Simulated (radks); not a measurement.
Results of a calculation; reference values are marked as such.
Fractional charge and spin in the 5s shell of tellurium: the spin-up occupation runs from 0 to 1 and the spin-down occupation from 0 to 1; the fullest corner is Te+, [Kr] 4d10 5p(up 1.5, down 1.5) 5s(up 1, down 1). Level of theory: scalar-relativistic Kohn-Sham, LDA (Slater exchange, Perdew-Wang correlation), spin-polarised, spherical densities, point nucleus (a radial shooting solver on a logarithmic mesh with Libxc functionals). Energy (eV) minus the two flat planes that join the four corners (they meet along the diagonal where the two added fractions sum to one electron); zero is where a piecewise linear energy would lie.

down \ up       0     0.5       1
0           0.000  -1.307   0.000
0.5        -1.307   0.200  -1.213
1           0.000  -1.213   0.000

Corners above the fullest one (they belong to Te2+ and the next ion): (up 1, down 0) 28.526 eV, (up 0, down 1) 28.526 eV, (up 0, down 0) 67.941 eV. With half an added electron in each spin the energy lies 0.200 eV from the planes, and with half an added electron in spin up alone -1.307 eV. The planes are only a guide here: the flat-plane condition holds for ground states with one frontier orbital, while this shell lies below other occupied shells, so the corners above the fullest one are inner-hole states and not the ground states of those ions.
